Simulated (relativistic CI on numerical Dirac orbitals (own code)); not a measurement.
V3+ in a cubic cluster: L2,3 absorption with charge transfer

Computed with a charge-transfer multiplet model of a cubic metal-ligand cluster with up to one ligand hole, Slater and spin-orbit integrals from Dirac-Coulomb-Breit ions, Slater integrals scaled by 0.8. The ground state mixes d2 with configurations of k ligand holes L, whose averages lie at kΔ + k(k − 1)U_dd/2; a core hole lowers each added d electron by U_cd. 300 K, Lorentzian 0.4 eV and Gaussian 0.3 eV FWHM.

Atomic integrals in eV (Slater integrals scaled, ζ unscaled), ground: F2dd 8.057, F4dd 5.049, zeta_d 0.024; with the core hole: F2dd 8.721, F4dd 5.468, zeta_d 0.036, zeta_core 4.610, F2cd 4.876, G1cd 3.590, G3cd 2.038.

Cluster parameters (eV): Δ = 4.2, U_cd = 6.5, 10Dq = 0.5, 10Dq(ligand) = 0.9, V(eg) = 1.45, V(t2g) = -0.61, final-state hopping factor = 0.8.

| Case | n_d | d2 | d3L | S |
| --- | --- | --- | --- | --- |
| U_dd = 3.6 eV | 2.24 | 0.76 | 0.24 | 1.00 |
| U_dd = 5 eV | 2.24 | 0.76 | 0.24 | 1.00 |
| U_dd = 5.7 eV | 2.24 | 0.76 | 0.24 | 1.00 |

Weights, n_d and S are thermal averages at 300 K. Photon energies count from the first peak over 30 % of the highest in each spectrum, which can be another peak from case to case. The parameters are a model scan and need not match a compound or its usual spin state. Peaks in eV (height, largest 100):
- U_dd = 3.6 eV: -2.5 (7), 0.0 (100), 1.5 (54), 6.1 (46), 6.6 (46), 7.9 (64)
- U_dd = 5 eV: -2.6 (7), 0.0 (100), 1.6 (43), 6.7 (39), 8.0 (58)
- U_dd = 5.7 eV: -2.7 (6), 0.0 (100), 1.6 (39), 6.7 (36), 7.9 (57)

For the case U_dd = 5 eV, Δ = 4.2 eV is smaller than U_dd = 5 eV, the charge-transfer side of the Zaanen-Sawatzky-Allen scheme. With the core hole the configuration with one ligand hole lies at Δ + U_dd − U_cd = 1.3, 2.7, 3.4 eV from the one without, in the order of the table; where this is negative the screened configuration lies lower, though the effective hopping of about 2.4 eV (from the holes of the mixed ground state) mixes the two strongly wherever it is as large as the gap.

With at most 1 ligand hole the space is cut while the next configuration still counts, so covalency is underestimated, and a final configuration with one more ligand hole, which can lie low, is missing from the spectra.
